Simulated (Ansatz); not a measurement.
**Β-hydrogen elimination**

Start structure (CH$_{6}$GeO, singlet), relaxed at PBE0-D4/def2-TZVP:

```csv
atom,x (Å),y (Å),z (Å)
Ge1,-0.1397,1.1182,-0.7665
O2,-0.0278,-0.6501,-0.6028
C3,0.1349,-1.1798,0.6889
H4,-0.7073,-0.9306,1.3489
H5,1.1518,1.7540,-0.2143
H6,-1.3538,1.6199,0.0406
H7,-0.3066,1.3659,-2.2677
H8,1.0598,-0.8297,1.1676
H9,0.1885,-2.2679,0.6053
```

The step: CH₆GeO ([CH3][O][GeH3]) → CH₂O ([CH2][O]) + GeH₄; bonds formed: Ge1–H4; bonds broken: Ge1–O2, C3–H4. Ansatz 0.2.0; basis: def2-TZVPP and def2-QZVPP; cores frozen in the correlated methods. Filled d shells of the heavier atoms are correlated. The def2 sets are not built for correlating such inner shells, so the correlated values are less sure here. Extrapolation: Hartree–Fock as exp(−7.88 √X), correlation as X^−2.97. Energies below are by CCSD(T) at an estimated basis limit (MP2 extrapolated from triple and quadruple zeta, plus CCSD(T) − MP2 in triple zeta).

Task: What are the electronic barrier and the energy of the step, from the start structure to the end structure? (Judge from chemistry; the value comes from the calculation.)

Result: Computed: Barrier 72.21 kcal/mol; step energy 28.29 kcal/mol (uphill); reverse barrier, their difference, 43.93 kcal/mol. Barrier and step energy count from the start structure, the reverse barrier from the end structure.

The saddle point: One imaginary mode of 792i cm⁻¹.
```
  pair  start (Å)  saddle (Å)  end (Å)
Ge1–H4       3.00        1.72     1.54
Ge1–O2       1.78        2.20     3.26
 C3–H4       1.10        1.35     3.13
```

Zero-point energy (harmonic, PBE0-D4): ZPE is 40.82 kcal/mol at the start and 37.25 kcal/mol at the saddle, so the barrier goes from 72.21 to 68.64 kcal/mol.

First-order rate constant out of the start structure at 898 K by transition-state theory, with harmonic vibrational free energies alone and no tunnelling: ΔA‡ = 70.46 kcal/mol, so k = (kB T/h) exp(−ΔA‡/kB T) ≈ 10^-4 s⁻¹ (an order of magnitude at best: rotation, the number of equivalent paths and anharmonicity are left out).

No T1 diagnostic of these runs exceeds 0.015.

Labels in which every atom is bracketed show which atoms are joined, not bond orders.

For scale, one of the runs: CCSD(T)/def2-TZVPP, 194 basis functions (an equivalent command: `ansatz run in.yaml --threads 4`). The run took 49 s on 4 CPU threads (shared host), with 2.3 GiB of host memory at its peak.
